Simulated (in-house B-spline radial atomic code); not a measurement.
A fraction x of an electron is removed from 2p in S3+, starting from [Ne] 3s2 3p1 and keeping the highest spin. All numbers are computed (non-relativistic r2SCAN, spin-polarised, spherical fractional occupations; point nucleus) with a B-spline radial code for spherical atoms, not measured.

```csv
x,E(x) - E(0) (eV),2p down level (eV)
0,0.0000,-200.871
0.06,12.1223,-203.207
0.22,?,?
0.3,62.0210,-212.637
0.38,79.1588,-215.809
0.5,105.3426,-220.594
0.62,132.1024,-225.408
0.75,161.7461,-230.655
0.82,177.9912,-233.493
0.91,?,?
1,220.6797,-240.832
```

Task: What belongs in the row x = 0.22?

Result: An energy change of 45.1364 eV; 2p down at -209.479 eV.

Task: What belongs in the row x = 0.91?

Result: An energy change of 199.1703 eV; 2p down at -237.156 eV.

Task: Check Janak's theorem between x = 0.3 and 0.38.

Result: The slope of the energy is 214.22 eV; the orbital levels give 214.22 eV (-ε of the emptying orbital, averaged over the two points).
